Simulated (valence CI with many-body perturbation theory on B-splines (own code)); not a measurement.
# Xe²¹⁺: calculated level list

Level of theory: relativistic CI+MBPT: five valence electrons over a frozen Dirac-Fock core [Ar] 3d10, a basis of 11 s, 11 p, 10 d, 8 f, 5 g, 2 h functions for each j, with the one-electron correlation potential Σ1 (screened to all orders), the two-electron term Σ2, the three-electron term Σ3, Breit, model QED; selected single and double excitations, second order for the rest, scaled by the run's own slope (own B-spline code, finite nucleus).

No measured spectrum was set against this ion. As an estimate, levels hold to about 250 cm⁻¹ or 0.2 % of their energy and the worst to 1 %, as in measured heavy ions of charge 2 to 7; those with d or f electrons hold less well. Among the levels kept, up to 2100 cm⁻¹ of a level comes from second order outside the variational space, and about a tenth of that is noise between levels of different J, which matters for small intervals.

Levels 136 to 167 of 167, with energies above the lowest level, 4s²4p³ ⁴S°_3/2. "Leading %" is the weight of the configuration and term that name the level; weights of strongly mixed levels are sums over their largest components and can fall short. In the jj column 3d3/2^4 stands for four electrons in 3d with j = 3/2.

```tsv
No.	Configuration	Term	J	E (cm⁻¹)	Leading %	Second component	Leading jj
136	4s²4p²4f	⁴F°	5/2	1652500	32	29 % 4s²4p²4f ²F°	4s^2 4p1/2 4p3/2 4f5/2 (56 %)
137	4s²4p²4f	²G°	9/2	1653100	46	31 % 4s²4p²4f ⁴F°	4s^2 4p1/2 4p3/2 4f7/2 (66 %)
138	4s4p³4d	²P°	1/2	1657800	45	11 % 4s²4p4d² ²P°	4s 4p3/2^3 4d5/2 (54 %)
139	4s²4p4d²	⁴F°	7/2	1663700	22	21 % 4s²4p²4f ²F°	4s^2 4p1/2 4p3/2 4f5/2 (27 %)
140	4s²4p4d²	⁴F°	5/2	1664100	34	24 % 4s²4p²4f ⁴D°	4s^2 4p1/2 4p3/2 4f5/2 (27 %)
141	4s²4p²4f	⁴D°	1/2	1664900	44	24 % 4s²4p4d² ⁴D°	4s^2 4p1/2 4p3/2 4f5/2 (44 %)
142	4s²4p²4f	⁴D°	3/2	1667200	28	12 % 4s²4p4d² ⁴F°	4s^2 4p1/2 4p3/2 4f5/2 (39 %)
143	4s²4p4d²	⁴G°	11/2	1673000	61	22 % 4s²4p²4f ²H°	4s^2 4p3/2 4d5/2^2 (75 %)
144	4s²4p²4f	²D°	5/2	1680200	29	24 % 4s4p³4d ²D°	4s^2 4p1/2 4p3/2 4f7/2 (31 %)
145	4s²4p²4f	²F°	5/2	1687300	16	13 % 4s²4p²4f ²D°	4s^2 4p1/2 4p3/2 4f7/2 (38 %)
146	4s²4p²4f	⁴F°	3/2	1687700	17	15 % 4s²4p²4f ²D°	4s 4p3/2^3 4d5/2 (30 %)
147	4s²4p²4f	²G°	9/2	1690200	41	28 % 4s²4p4d² ²H°	4s^2 4p1/2 4p3/2 4f5/2 (35 %)
148	4s²4p4d²	²P°	1/2	1695300	74	6 % 4s²4p4d² ⁴D°	4s^2 4p1/2 4d5/2^2 (60 %)
149	4s²4p4d²	²F°	7/2	1699900	35	20 % 4s²4p4d² ⁴F°	4s^2 4p3/2 4d3/2 4d5/2 (52 %)
150	4s²4p4d²	⁴F°	9/2	1703400	34	25 % 4s²4p4d² ⁴G°	4s^2 4p3/2 4d3/2 4d5/2 (69 %)
151	4s²4p4d²	⁴D°	5/2	1705400	25	20 % 4s²4p²4f ²F°	4s^2 4p3/2 4d3/2 4d5/2 (51 %)
152	4s²4p4d²	⁴D°	7/2	1712700	39	21 % 4s²4p4d² ²G°	4s^2 4p3/2 4d3/2 4d5/2 (37 %)
153	4s²4p4d²	²P°	3/2	1718300	31	14 % 4s²4p4d² ²D°	4s^2 4p3/2 4d3/2 4d5/2 (31 %)
154	4s²4p4d²	⁴D°	7/2	1720700	18	15 % 4s²4p4d² ²G°	4s^2 4p3/2 4d5/2^2 (38 %)
155	4s²4p4d²	⁴P°	5/2	1724300	39	11 % 4s²4p²4f ²F°	4s^2 4p3/2 4d5/2^2 (41 %)
156	4s²4p²4f	⁴G°	11/2	1727700	44	43 % 4s²4p4d² ²H°	4s^2 4p3/2 4d3/2 4d5/2 (52 %)
157	4s²4p4d²	²S°	1/2	1732200	52	23 % 4s²4p4d² ⁴P°	4s^2 4p3/2 4d3/2 4d5/2 (64 %)
158	4s²4p²4f	²H°	9/2	1736800	32	26 % 4s²4p4d² ²G°	4s^2 4p3/2 4d5/2^2 (41 %)
159	4s²4p²4f	²P°	3/2	1739200	33	12 % 4s²4p4d² ⁴D°	4s^2 4p1/2 4p3/2 4f7/2 (40 %)
160	4s²4p4d²	⁴D°	5/2	1743800	17	16 % 4s²4p²4f ⁴F°	4s^2 4p3/2 4d3/2 4d5/2 (41 %)
161	4s²4p4d²	⁴D°	7/2	1744500	58	16 % 4s²4p4d² ⁴F°	4s^2 4p3/2 4d3/2 4d5/2 (38 %)
162	4s²4p4d²	⁴D°	5/2	1747800	22	14 % 4s²4p4d² ⁴F°	4s^2 4p3/2 4d3/2^2 (26 %)
163	4s²4p4d²	²F°	7/2	1751200	31	25 % 4s²4p²4f ²G°	4s^2 4p3/2^2 4f5/2 (25 %)
164	4s²4p4d²	⁴D°	1/2	1751800	46	35 % 4s²4p²4f ²P°	4s^2 4p1/2 4p3/2 4f5/2 (31 %)
165	4s²4p²4f	²D°	3/2	1752600	28	28 % 4s²4p4d² ⁴D°	4s^2 4p1/2 4p3/2 4f5/2 (33 %)
166	4s²4p4d²	⁴S°	3/2	1761300	50	16 % 4s²4p4d² ⁴P°	4s^2 4p3/2 4d3/2^2 (34 %)
167	4s²4p²4f	⁴F°	7/2	1769300	23	20 % 4s²4p4d² ²F°	4s^2 4p3/2^2 4f7/2 (41 %)
```

Names give the largest LS component (configuration and term), which can be under half, so a name can repeat, a term be missing and a line seem to break the LS rules; names also repeat where a configuration has a term twice.

Where two levels of one J and parity lie close, their mixing, g and order are uncertain.
